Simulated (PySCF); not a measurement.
Bonds (- single, = double, # triple, : aromatic): C1-Se2 1.940 Å, Se2-C3 1.940 Å. C1 carries H4, H5, H6; C3 carries H7, H8, H9.

Geometry: PBE0-D3(BJ)/def2-SVP; GIAO absolute shieldings from PySCF 2.14, gas phase, non-relativistic, averaged over equivalent atoms.

At mPW1PW91/pcSseg-2 (219 basis functions, of the order of 14 core-seconds):
| atoms | σ (ppm) |
| --- | --- |
| C1/C3 | 166.8 |
| Se2 | 1754.5 |
| H4/H5/H6/H7/H8/H9 | 29.48 |

Predict the values at B97-2/pcSseg-2 on the same geometry.

Results:


```csv
atoms,σ at B97-2/pcSseg-2,change
C1/C3,166.0,-0.8
Se2,1737.3,-17.2
H4/H5/H6/H7/H8/H9,29.52,+0.04
```

The largest change is at Se2 (selenium bonded to 2 C). Cost: 219 basis functions, of the order of 13 core-seconds.

Relativistic effects, spin–orbit coupling among them, are left out; they matter for Se and for the light atoms bonded to it.
